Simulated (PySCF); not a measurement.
Delta-SCF ions had no search for a lower state. Excitations are Tamm–Dancoff values on a coarser integration grid. The basis has no diffuse functions, so Rydberg states are missing or too high.

## C₂H₆SSi, SMILES `C=[SiH]SC` (C–Si–S–C torsion 0°) (charge 0, multiplicity 1)

The numbers are results of PBE0-D3(BJ)/def2-TZVP (PySCF), not measurements.

```yaml
HOMO: -6.12 eV
dipole_moment: 1.18 D
HOMO–LUMO gap: 5.41 eV
LUMO: -0.71 eV
S1 excitation (TDA): 4.74 eV
S1 oscillator strength: 0.012
brightest of the four lowest singlets (TDA): 5.27 eV
T1 excitation (TDA): 2.90 eV
S1–T1 gap (TDA): 1.84 eV
vertical ionisation energy (Delta-SCF): 7.96 eV
total_energy: -20875.97 eV
cost: about 2.0 core-minutes (a rough figure)
```

```xyz
10

C      1.7056    -0.4959     0.1355
Si     0.9592     1.0152     0.3377
S     -1.1038     1.3845     0.2781
C     -1.7001    -0.3016    -0.0310
H      2.7859    -0.5714     0.1859
H      1.1718    -1.4196    -0.0453
H      1.6914     2.2741     0.5842
H     -1.3114    -0.6787    -0.9759
H     -2.7862    -0.2411    -0.0834
H     -1.4124    -0.9655     0.7831
```
